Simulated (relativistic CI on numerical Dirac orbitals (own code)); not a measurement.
## Radial parameters of Tb23+

Method of calculation: Dirac-Coulomb-Breit CI, KLI orbitals optimised for each configuration, model QED (radiative potential, 1s self-energy scaled to tabulated hydrogen-like ionisation energies), unscaled Slater integrals (own radial code, finite nucleus).

Slater integrals F^k, G^k are unscaled and averaged over j, outside the closed core [Ar] 3d10; ζ comes from projecting the Hamiltonian with its Breit term on Σ l·s of the shell.

- 4s2 4p6 4d6: F^2(4d,4d) = 186050, F^4(4d,4d) = 126310, ζ(4d) = 25988 cm⁻¹; <r>(4d) = 0.5429, <r^2>(4d) = 0.3369 (bohr units).
- 4s2 4p5 4d7: ζ(4p) = 219450, F^2(4d,4d) = 186020, F^4(4d,4d) = 126280, F^2(4p,4d) = 189450, G^1(4p,4d) = 237730, G^3(4p,4d) = 151320, ζ(4d) = 25888 cm⁻¹; <r>(4p) = 0.5285, <r^2>(4p) = 0.3158, <r>(4d) = 0.5429, <r^2>(4d) = 0.3369 (bohr units).
- 4s2 4p6 4d5 4f: F^2(4d,4d) = 185990, F^4(4d,4d) = 126260, ζ(4d) = 25988, F^2(4d,4f) = 184340, F^4(4d,4f) = 120600, G^1(4d,4f) = 201070, G^3(4d,4f) = 135260, G^5(4d,4f) = 98402, ζ(4f) = 3529.5 cm⁻¹; <r>(4d) = 0.5432, <r^2>(4d) = 0.3372, <r>(4f) = 0.5342, <r^2>(4f) = 0.3265 (bohr units).

**Question.** Give the Racah parameters of the d shell in 4s2 4p6 4d6.

**Answer.** B = F²/49 − 5F⁴/441 = 2365 cm⁻¹ and C = 35F⁴/441 = 10024 cm⁻¹.

Averages of the first 10 configurations, taken without configuration mixing, which lowers the lowest level and can move excited configurations by several eV; other configurations of the list can lie among them:

```csv
Configuration,Parity,States,Average energy above the lowest level (eV)
4s2 4p6 4d6,even,210,17.8
4s2 4p5 4d7,odd,720,170.6
4s2 4p6 4d5 4f,odd,3528,175.3
4s2 4p4 4d8,even,675,325.9
4s 4p6 4d7,even,240,281.8
4p6 4d8,even,45,549.4
4s2 4p6 4d5 5s,even,504,262.0
4s 4p6 4d6 4f,odd,5880,437.6
4s2 4p6 4d5 5p,odd,1512,304.9
4s2 4p6 4d5 5d,even,2520,365.7
```
